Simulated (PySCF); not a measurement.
**Simulated absorption spectrum**

Species: 2-chloropyrimidine, C4H3ClN2.
SMILES: `Clc1ncccn1`

Method: TDDFT wB97X-D/def2-SVPD, vertical, gas phase, core orbitals frozen in the response in PySCF 2.14.0, density-fitted response routines. Isolated species at its PBE0-D3(BJ)/def2-SVP geometry, gas phase.

Computed states:

```json
{"state": "S1", "E (eV)": "4.54", "f": "0.0043"}
{"state": "S2", "E (eV)": "4.95", "f": "0.0000"}
{"state": "S3", "E (eV)": "5.53", "f": "0.044"}
{"state": "S4", "E (eV)": "6.26", "f": "0.0000"}
{"state": "S5", "E (eV)": "6.31", "f": "0.236"}
{"state": "S6", "E (eV)": "6.61", "f": "0.0045"}
{"state": "S7", "E (eV)": "6.94", "f": "0.0000"}
{"state": "S8", "E (eV)": "7.09", "f": "0.0014"}
{"state": "S9", "E (eV)": "7.52", "f": "0.061"}
{"state": "S10", "E (eV)": "7.54", "f": "0.343"}
```

Each state is given a Gaussian of 0.25 eV full width at half maximum, with ε(max) = 2.175×10⁸ f / Δν̃ (Δν̃ the width in cm⁻¹). The width is an assumption, not a result. The curve ends short of the highest state used, and states not computed would add to its high-energy end.

Problem. What does the envelope look like, and where are its maxima?

Solution. 
| E (eV) | ε (L mol⁻¹ cm⁻¹) |
| --- | --- |
| 4.16 | 1 |
| 4.26 | 15 |
| 4.35 | 98 |
| 4.45 | 330 |
| 4.54 | 461 |
| 4.64 | 288 |
| 4.74 | 74 |
| 4.83 | 10 |
| 4.93 | 0 |
| 5.02 | 0 |
| 5.12 | 3 |
| 5.21 | 49 |
| 5.31 | 540 |
| 5.41 | 2460 |
| 5.50 | 4510 |
| 5.60 | 3807 |
| 5.69 | 1531 |
| 5.79 | 240 |
| 5.88 | 28 |
| 5.98 | 199 |
| 6.08 | 2396 |
| 6.17 | 10574 |
| 6.27 | 23689 |
| 6.36 | 22954 |
| 6.46 | 9696 |
| 6.55 | 2437 |
| 6.65 | 610 |
| 6.75 | 210 |
| 6.84 | 56 |
| 6.94 | 60 |

Maxima: 273 nm (4.54 eV), ε about 460, made up of S1 (100%); 224 nm (5.53 eV), ε about 4700, made up of S3 (100%); 196 nm (6.31 eV), ε about 26000, made up of S5 (100%) (ε in L mol⁻¹ cm⁻¹; maxima over ε = 5, shares over 10%). At its high-energy end, 6.94 eV, the curve is still rising (ε about 60, from S8).

Problem. Coming from long wavelengths, where does ε first pass 100 L mol⁻¹ cm⁻¹?

Solution. At about 285 nm (4.35 eV), 0.18 eV below S1.

Problem. On this curve, what absorbance would a 10⁻⁴ mol/L sample give at 266 nm over a 1 cm path?

Solution. 266 nm is 4.661 eV, where ε is about 230 L mol⁻¹ cm⁻¹, so A = ε c l ≈ 0.023 (Beer–Lambert, with the gas-phase spectrum and the assumed width).

Problem. What would ε be at 6.31 eV, the highest of these maxima, with half the width (0.125 eV)?

Solution. About 51000 L mol⁻¹ cm⁻¹ against 25500, a factor of about 2.00; a lone state at its own centre would give exactly 2.

All these states lie below the vertical ionisation energy of 10.06 eV (ΔSCF).

On one thread of an Arm Neoverse V1, on a shared host, this took 53 s of wall time.
